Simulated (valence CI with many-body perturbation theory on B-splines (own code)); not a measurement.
**Missing levels of Ba⁴¹⁺**

Method: valence CI with perturbative core correlation (CI+MBPT): five valence electrons over a frozen Dirac-Fock core [Ne], radial functions for each j: 9 s, 9 p, 8 d, 6 f, 3 g, 1 h, with the one-electron correlation potential Σ1, the two-electron term Σ2, the three-electron term Σ3, Breit, model QED; selected CI, second order for the rest (own B-spline code, finite nucleus).

No measured spectrum was set against this ion. As an estimate, large intervals hold to a few tenths of a per cent, small ones and those within an open d or f shell to about a per cent. Among the levels kept, up to 640 cm⁻¹ of a level comes from second order outside the variational space, and about a tenth of that is noise between levels of different J, which matters for small intervals.

```csv
Level,E (eV)
(3s^2 3p1/2^2 3p3/2) J=3/2,0.00
(3s^2 3p1/2 3p3/2^2) J=3/2,?
(3s^2 3p1/2 3p3/2^2) J=5/2,?
(3s^2 3p1/2 3p3/2^2) J=1/2,104.61
(3s^2 3p1/2^2 3d3/2) J=3/2,159.38
(3s^2 3p1/2^2 3d5/2) J=5/2,183.70
(3s^2 3p3/2^3) J=3/2,191.31
(3s 3p1/2^2 3p3/2^2) J=5/2,?
(3s 3p1/2^2 3p3/2^2) J=1/2,219.82
(3s 3p1/2^2 3p3/2^2) J=3/2,220.59
(3s^2 3p1/2 3p3/2 3d3/2) J=5/2 [a],244.26
(3s^2 3p1/2 3p3/2 3d3/2) J=3/2 [a],?
(3s^2 3p1/2 3p3/2 3d3/2) J=1/2 [a],245.93
(3s^2 3p1/2 3p3/2 3d3/2) J=7/2,252.51
(3s^2 3p1/2 3p3/2 3d5/2) J=7/2 [a],266.16
(3s^2 3p1/2 3p3/2 3d5/2) J=3/2 [a],266.75
(3s^2 3p1/2 3p3/2 3d5/2) J=5/2 [a],?
(3s^2 3p1/2 3p3/2 3d3/2) J=5/2 [b],274.18
(3s^2 3p1/2 3p3/2 3d5/2) J=9/2,275.15
(3s^2 3p1/2 3p3/2 3d3/2) J=3/2 [b],?
```

Levels are named by their leading jj configuration (3d3/2^4 stands for four electrons in 3d with j = 3/2), which in mixed levels can hold well under half, so a name can repeat and another be missing. Letters in brackets count levels of one name in rising energy.

Task: The levels stand in rising order. What does the calculation give for the missing energies?

Result: (3s^2 3p1/2 3p3/2^2) J=3/2 85.48; (3s^2 3p1/2 3p3/2^2) J=5/2 94.05; (3s 3p1/2^2 3p3/2^2) J=5/2 203.53; (3s^2 3p1/2 3p3/2 3d3/2) J=3/2 [a] 245.39; (3s^2 3p1/2 3p3/2 3d5/2) J=5/2 [a] 271.05; (3s^2 3p1/2 3p3/2 3d3/2) J=3/2 [b] 278.00.
